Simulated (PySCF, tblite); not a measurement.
C₅H₁₅N₃Si.
SMILES with atom numbers: `[CH2:1]=[N:2][C@@H:3]([CH2:4][CH3:5])[Si@@H:6]([NH2:7])[NH:8][CH3:9]` (hydrogens: H10, H11 on C1; H12 on C3; H13, H14 on C4; H15, H16, H17 on C5; H18 on Si6; H19, H20 on N7; H21 on N8; H22, H23, H24 on C9)

Structure used (GFN2-xTB), in Å, numbered top down from 1:
```
atom  x, y, z in Å
C1    -1.519   -2.863    0.101
N2    -1.126   -1.781    0.593
C3    -1.109   -0.587   -0.180
C4    -1.644    0.552    0.686
C5    -1.597    1.908   -0.002
Si6    0.714   -0.409   -0.746
N7     0.797    0.643   -2.110
N8     1.582    0.134    0.641
C9     3.001    0.395    0.607
H10   -1.477   -3.755    0.709
H11   -1.905   -2.973   -0.920
H12   -1.725   -0.681   -1.089
H13   -2.680    0.318    0.953
H14   -1.069    0.586    1.612
H15   -2.066    1.854   -0.983
H16   -0.567    2.238   -0.121
H17   -2.127    2.651    0.590
H18    1.166   -1.695   -1.303
H19    1.699    0.834   -2.513
H20    0.221    1.467   -2.153
H21    1.294   -0.240    1.534
H22    3.246    0.856   -0.347
H23    3.279    1.082    1.409
H24    3.602   -0.516    0.708
```

Method: PBE0/pcSseg-1 in PySCF (dipole) on a GFN2-xTB geometry, gas phase.

Take the most abundant isotopes and a rigid rotor. The values belong to one conformer with, in the numbering `[CH2:1]=[N:2][C@@H:3]([CH2:4][CH3:5])[Si@@H:6]([NH2:7])[NH:8][CH3:9]`, C1–N2–C3–C4 137°, N2–C3–C4–C5 176°, N2–C3–Si6–N7 160°, C3–Si6–N7–H 180° and 40°, C3–Si6–N8–C9 180°.

What are A, B and C (MHz)?

Ia = 337.85, Ib = 504.31, Ic = 609.51 u·Å²; 505379 MHz·u·Å²/I gives A = 1496, B = 1002, C = 829.2 MHz.

What kind of rotor is it?

An asymmetric top. Ray's parameter κ = (2B − A − C)/(A − C) = -0.481; −1 is the prolate and +1 the oblate limit.

What does the inertial defect say?

Not planar: Δ = Ic − Ia − Ib = -232.65 u·Å². For a rigid frame Δ = −2 Σ m c², so Σ m c² = 116.32 u·Å² lies off the ab plane: 25.62 from hydrogen and 90.71 from heavier atoms. The atom farthest from that plane is 2.08 Å away.

Give the other two planar moments, Paa and Pbb, and the rms extents of the mass along the axes.

Paa = Σ m a² = (Ib + Ic − Ia)/2 = 387.99 and Pbb = Σ m b² = (Ia + Ic − Ib)/2 = 221.52 u·Å². With the mass M = 145.10 u, the rms extents √(P/M) along a, b and c are 1.64, 1.24, 0.90 Å.

Which lines would a microwave search look for?

The dipole components are |μa| = 0.96 D, |μb| = 0.50 D, |μc| = 0.28 D. The squared components, which scale the intensities, stand as 1.00 : 0.27 : 0.09 (a : b : c). Some lines, for components of 0.1 D or more:

```tsv
type	branch	J(Ka,Kc)	MHz	lower level (cm⁻¹)
c	Q	2(1,2) ← 2(0,2)	359	0.182
c	Q	1(1,1) ← 1(0,1)	494	0.061
a	Q	2(1,1) ← 2(1,2)	519	0.194
b	Q	1(1,0) ← 1(0,1)	667	0.061
b	Q	2(1,1) ← 2(0,2)	878	0.182
c	Q	2(2,1) ← 2(1,1)	1481	0.211
b	Q	2(2,0) ← 2(1,1)	1519	0.211
a	R	1(0,1) ← 0(0,0)	1831	0.000
b	Q	2(2,1) ← 2(1,2)	2000	0.194
b	R	1(1,1) ← 0(0,0)	2325	0.000
c	R	1(1,0) ← 0(0,0)	2498	0.000
b	R	2(0,2) ← 1(1,1)	3131	0.078
a	R	2(1,2) ← 1(1,1)	3490	0.078
a	R	2(0,2) ← 1(0,1)	3624	0.061
a	R	2(1,1) ← 1(1,0)	3835	0.083
b	R	2(1,2) ← 1(0,1)	3983	0.061
c	R	2(1,1) ← 1(0,1)	4502	0.061
b	R	2(2,1) ← 1(1,0)	5317	0.083
c	R	2(2,0) ← 1(1,0)	5355	0.083
c	R	2(2,1) ← 1(1,1)	5490	0.078
b	R	2(2,0) ← 1(1,1)	5528	0.078
```

Estimate the classical rotational partition function at 50 K, 100 K and 298.15 K.

Point group C1, symmetry number σ = 1; q = (√π/σ)·√((kT/h)³/(ABC)), k/h = 20836.6 MHz/K: 53500 at 50 K, 151000 at 100 K, 778000 at 298.15 K.

Its GFN2-xTB frequencies are all real (lowest 36 cm⁻¹). Constants of a rigid frame at the computed geometry: no zero-point averaging, no centrifugal distortion. A rigid rotor knows nothing of inversion at nitrogen or internal rotation, which can split or shift real lines. Quadrupole hyperfine structure (14N) is left out.

The run took 1.8 min wall on Arm Neoverse N1, one thread, no GPU (shared host), and the process peaked at 1.2 GiB of memory. This is the PBE0/pcSseg-1 job that gave the dipole, with the shieldings it also computed.
